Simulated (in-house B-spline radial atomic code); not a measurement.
Solving the quasi-particle equation for 5s up of Te5+

Configuration [Kr] 4d10 5s1, highest spin, start Hartree-Fock; correlation leaves out the 3 deepest shells. Computed with a B-spline radial code for spherical atoms: all electrons, scalar-relativistic (spin-free one-electron X2C), finite nucleus, each spin shell either full or empty, empty states to l = 9 with an (l + 1/2)⁻⁴ tail; G0W0 by contour deformation at full frequency.

At the mean-field level ε = -69.176 eV the matrix elements are Σx = -19.312 eV, v_xc = -19.312 eV and Σc(ε) = -1.925 eV, and the slope of the correlation self-energy is dΣc/dω = -0.0197. The quasi-particle energy solves E = ε + Σx − v_xc + Σc(E).

(1) What does the linearised equation give?

(2) How does that compare with the full solution and with static screening?

Answers

(1) Z = 1/(1 − dΣc/dω) = 1/1.0197 = 0.9807. The first-order shift is Σx − v_xc + Σc(ε) = -19.312 − (-19.312) + (-1.925) = -1.925 eV, so E ≈ ε + Z × shift = -69.176 + 0.9807 × (-1.925) = -71.064 eV.

(2) Solving the equation at full frequency dependence gives E = -71.064 eV, where Σc = -1.888 eV and the weight is 0.981; the linearised value is off by 1 meV. Leaving Z out would give -71.101 eV. Static COHSEX puts -3.229 eV in place of Σc and gives -72.405 eV, 1.34 eV deeper.
